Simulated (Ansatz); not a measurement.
`N[SiH2]BF` → `NBF` + `[SiH2]` at 298.15 K and 1 bar (silylene formation by 1,1-elimination).

Calculated with Ansatz (gas phase, PBE0-D4/def2-TZVP geometries, no zero-point term in ΔE). CCSD(T)/CBS is the MP2 limit (def2-TZVPP, def2-QZVPP) plus CCSD(T) − MP2 in def2-TZVPP, frozen cores. This one scheme is used for every species. One conformer a species, not always the lowest.

```
    species  CCSD(T)/CBS energy (Eh)  H − E (kJ/mol)  S (J/(mol·K))
`N[SiH2]BF`               -471.43000           171.3          331.4
      `NBF`               -181.19761           123.9          257.1
   `[SiH2]`               -290.19011            40.6          207.5
```

H − E and S are ideal-gas, rigid-rotor, harmonic terms from PBE0-D4/def2-TZVP, for one conformer and one mirror image of each species. 1 Eh = 2625.50 kJ/mol, R = 8.31446 J/(mol·K).

By hand: ΔE, ΔH, ΔS and ΔG.

ΔE = (-181.19761) + (-290.19011) − (-471.43000) = 0.04228 Eh = 111.0 kJ/mol. Δ(H − E) = 123.9 + 40.6 − 171.3 = -6.8, so ΔH = 104.2 kJ/mol. ΔS = 257.1 + 207.5 − 331.4 = 133.2 J/(mol·K). ΔG = 104.2 − 298.15 × (133.2)/1000 = 64.5 kJ/mol.

By hand: the equilibrium constant, and the temperature at which ΔG would vanish if ΔH and ΔS stayed fixed.

log₁₀ K = −ΔG/(RT ln 10) = -11.3. ΔG = 0 at ΔH/ΔS = 782 K.

The number of gas molecules changes by +1, which sets the sign of ΔS. A doubt of 5 kJ/mol in ΔE shifts log₁₀ K by 0.9 here. Other conformers and mirror images would add mixing entropy, several J/(mol·K) or more a flexible species. Modes under 60 cm⁻¹, often nearly free rotors, make the harmonic entropy too high. These are equilibria of isolated gas molecules and say nothing of rates. Largest T1 diagnostic: 0.014 (customary marks: 0.02 for closed shells, 0.045 for open ones).
